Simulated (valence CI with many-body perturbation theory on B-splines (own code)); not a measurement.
Eu⁴²⁺: calculated level list

Level of theory: relativistic CI+MBPT: three valence electrons over a frozen Dirac-Fock core [Ar], radial functions for each j: 7 s, 7 p, 8 d, 6 f, 4 g, 1 h, with the one-electron correlation potential Σ1, the two-electron term Σ2, the three-electron term Σ3, Breit, model QED; selected CI, second order for the rest, scaled by the run's own slope (own B-spline code, finite nucleus).

The last digits are not significant, and no measured levels were compared; by estimate large intervals hold to a few tenths of a per cent, small ones and those within an open d or f shell to about a per cent. Only levels of the ground parity were solved; by the run's estimate the other parity begins above the list, which can be wrong where configurations are misplaced.

Levels 1 to 19 of 19, with energies above the lowest level, (3d3/2^3) J=3/2. "Leading %" is the weight of the configuration and term that name the level; weights of strongly mixed levels are sums over their largest components and can fall short. In the jj column 3d3/2^4 stands for four electrons in 3d with j = 3/2. Lifetimes count E1, E2, E3, M1 and M2 decay at the calculated energies, and are blank where another channel may lead or the interval is too uncertain; long ones can be off by a factor of two.

| No. | Configuration | Term | J | E (cm⁻¹) | Leading % | Lifetime | g | Second component | Leading jj |
| --- | --- | --- | --- | --- | --- | --- | --- | --- | --- |
| 1 | 3d³ | ⁴F | 3/2 | 0 | 52 |  | 0.669 | 35 % 3d³ ²D | 3d3/2^3 (96 %) |
| 2 | 3d³ | ⁴F | 5/2 | 221950 | 85 | 3.47 μs | 1.047 | 13 % 3d³ ²D | 3d3/2^2 3d5/2 (98 %) |
| 3 | 3d³ | ⁴P | 3/2 | 267760 | 39 | 4.01 μs | 1.207 | 30 % 3d³ ²P | 3d3/2^2 3d5/2 (97 %) |
| 4 | 3d³ | ²G | 7/2 | 284320 | 45 | 251 μs | 1.061 | 42 % 3d³ ⁴F | 3d3/2^2 3d5/2 (93 %) |
| 5 | 3d³ | ²G | 9/2 | 291240 | 43 | 363 ms | 1.057 | 41 % 3d³ ²H | 3d3/2^2 3d5/2 (98 %) |
| 6 | 3d³ | ⁴P | 1/2 | 300590 | 60 | 10.8 μs | 1.861 | 40 % 3d³ ²P | 3d3/2^2 3d5/2 (100 %) |
| 7 | 3d³ | ⁴P | 5/2 | 434920 | 50 | 15.7 μs | 1.331 | 31 % 3d³ ²D | 3d3/2^2 3d5/2 (85 %) |
| 8 | 3d³ | ⁴F | 7/2 | 505920 | 57 | 1.72 μs | 1.086 | 41 % 3d³ ²G | 3d3/2 3d5/2^2 (96 %) |
| 9 | 3d³ | ⁴F | 9/2 | 531790 | 53 | 2.98 μs | 1.133 | 43 % 3d³ ²H | 3d3/2 3d5/2^2 (94 %) |
| 10 | 3d³ | ⁴P | 3/2 | 565700 | 41 | 1.30 μs | 1.130 | 40 % 3d³ ²D | 3d3/2 3d5/2^2 (99 %) |
| 11 | 3d³ | ²P | 1/2 | 584080 | 60 | 2.14 μs | 1.460 | 40 % 3d³ ⁴P | 3d3/2 3d5/2^2 (100 %) |
| 12 | 3d³ | ²H | 11/2 | 597380 | 100 | 6.94 μs | 1.083 |  | 3d3/2 3d5/2^2 (100 %) |
| 13 | 3d³ | ²D | 5/2 | 607220 | 55 | 2.86 μs | 1.208 | 21 % 3d³ ⁴P | 3d3/2 3d5/2^2 (84 %) |
| 14 | 3d³ | ²F | 5/2 | 646440 | 44 | 4.03 μs | 1.109 | 37 % 3d³ ²D | 3d3/2 3d5/2^2 (96 %) |
| 15 | 3d³ | ²F | 7/2 | 660530 | 84 | 4.99 μs | 1.100 | 14 % 3d³ ²G | 3d3/2 3d5/2^2 (97 %) |
| 16 | 3d³ | ²D | 3/2 | 769030 | 60 | 2.04 μs | 0.996 | 31 % 3d³ ²P | 3d3/2 3d5/2^2 (80 %) |
| 17 | 3d³ | ²G | 9/2 | 811390 | 53 | 1.37 μs | 1.140 | 31 % 3d³ ⁴F | 3d5/2^3 (97 %) |
| 18 | 3d³ | ²D | 3/2 | 914620 | 63 | 1.31 μs | 1.024 | 27 % 3d³ ²P | 3d5/2^3 (80 %) |
| 19 | 3d³ | ²D | 5/2 | 975970 | 63 | 925 ns | 1.152 | 23 % 3d³ ²F | 3d5/2^3 (92 %) |

The ionisation energy to 3d² ³F2 of the next ion comes out as 3279.6 eV (NIST: 3279 ± 4 eV (theoretical)). All 19 levels together are meant to be complete up to 1015000 cm⁻¹.
